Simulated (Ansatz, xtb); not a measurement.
## C4H7NS2: which of two isomers lies lower

We compare X, `[H]/N=C1\CSC[C@@H]1S`, a singlet, with Y, `CS[C@H](C#N)CS`, a singlet. Both are isolated molecules in the gas phase, relaxed with PBE-D3(BJ)/def2-SVP; the shapes shown needn't be the lowest conformers.

X (Å):

```yaml
atoms:
  - { symbol: C, position_ang: [-1.0430, -0.6675, -1.1775] }
  - { symbol: C, position_ang: [-0.5326, -1.1258, 0.1832] }
  - { symbol: C, position_ang: [-0.6534, 1.5034, -0.1657] }
  - { symbol: C, position_ang: [-0.5680, 0.7469, -1.4936] }
  - { symbol: N, position_ang: [-1.8021, -1.3129, -1.9754] }
  - { symbol: S, position_ang: [0.0903, 0.3593, 1.0768] }
  - { symbol: S, position_ang: [-1.4900, 1.5242, -2.8653] }
  - { symbol: H, position_ang: [-2.0480, -2.2479, -1.6105] }
  - { symbol: H, position_ang: [-1.3493, -1.6274, 0.7437] }
  - { symbol: H, position_ang: [0.2955, -1.8552, 0.0622] }
  - { symbol: H, position_ang: [-1.7106, 1.7367, 0.0785] }
  - { symbol: H, position_ang: [-0.0682, 2.4422, -0.1632] }
  - { symbol: H, position_ang: [0.5081, 0.6591, -1.7710] }
  - { symbol: H, position_ang: [-2.1169, 0.3287, -3.1427] }
```

Y (Å):

```yaml
atoms:
  - { symbol: C, position_ang: [-0.5537, -2.5262, 1.0540] }
  - { symbol: C, position_ang: [0.4642, -0.2445, -0.2170] }
  - { symbol: C, position_ang: [1.1408, -1.1120, -1.1836] }
  - { symbol: C, position_ang: [1.1605, 1.1210, -0.0814] }
  - { symbol: N, position_ang: [1.6829, -1.8255, -1.9396] }
  - { symbol: S, position_ang: [0.4285, -1.0480, 1.4509] }
  - { symbol: S, position_ang: [1.1571, 2.0989, -1.6255] }
  - { symbol: H, position_ang: [-0.0487, -3.1471, 0.2872] }
  - { symbol: H, position_ang: [-0.6268, -3.1076, 1.9929] }
  - { symbol: H, position_ang: [-1.5751, -2.2580, 0.7169] }
  - { symbol: H, position_ang: [-0.5809, -0.0863, -0.5619] }
  - { symbol: H, position_ang: [2.1936, 0.9898, 0.2981] }
  - { symbol: H, position_ang: [0.6040, 1.7287, 0.6592] }
  - { symbol: H, position_ang: [1.9978, 1.2749, -2.3141] }
```

**Question.** Estimate which is lower in electronic energy at CCSD(T)/def2-SVP + ΔMP2/def2-TZVPP, and by roughly how much.

**Answer.** Not settled: CCSD(T)/def2-SVP + ΔMP2/def2-TZVPP gives E(Y) − E(X) = +8.33 kJ/mol, but this leans on the basis-set step: CCSD(T) alone gives +3.46 kJ/mol.

Level by level:

```
                             level             geometry  E(Y) − E(X) (kJ/mol)  departure from the last row (kJ/mol)  job, with rough time for the two
                          GFN2-xTB             GFN2-xTB                  +79.55                                +71.22              optimisation, 0.19 s
                         HF/STO-3G             GFN2-xTB                   +3.04                                 −5.28              single point, 0.36 s
                r2SCAN-D4/def2-SVP             GFN2-xTB                  +38.59                                +30.26               single point, 4.2 s
               PBE-D3(BJ)/def2-SVP  PBE-D3(BJ)/def2-SVP                  +42.85                                +34.52                optimisation, 26 s
                       HF/def2-SVP  PBE-D3(BJ)/def2-SVP                  −10.28                                −18.61           part of the CCSD(T) run
                      MP2/def2-SVP  PBE-D3(BJ)/def2-SVP                   −2.06                                −10.39           part of the CCSD(T) run
                  CCSD(T)/def2-SVP  PBE-D3(BJ)/def2-SVP                   +3.46                                 −4.87                      single point
CCSD(T)/def2-SVP + ΔMP2/def2-TZVPP  PBE-D3(BJ)/def2-SVP                   +8.33                                                      single point, 64 s
```

As drawn, Y has 1 C≡N, 1 C–H in place of 1 N–H, 1 C=N, 1 C–C. Structure X has a 5-membered ring, Y no ring.

HF/def2-SVP puts the two in the other order. MP2/def2-SVP finds them nearly level. The largest departure from CCSD(T)/def2-SVP + ΔMP2/def2-TZVPP is that of GFN2-xTB, 71.22 kJ/mol. The last row adds to CCSD(T) the change of the MP2 difference between the two basis sets, here +4.87 kJ/mol.

With thermal terms from frequencies at re-optimised GFN2-xTB minima (ideal gas, soft modes damped towards free rotors, one conformer each, 298.15 K, 1 atm): on the last row, ΔE + ΔZPE = +1.00, ΔH = +5.93, ΔG = −5.99 kJ/mol.

The correlated steps freeze 15 core orbitals. Programs: Ansatz 0.2.0, xtb 6.7.1; the last row on 4 threads of Arm Neoverse V2 on a shared host.
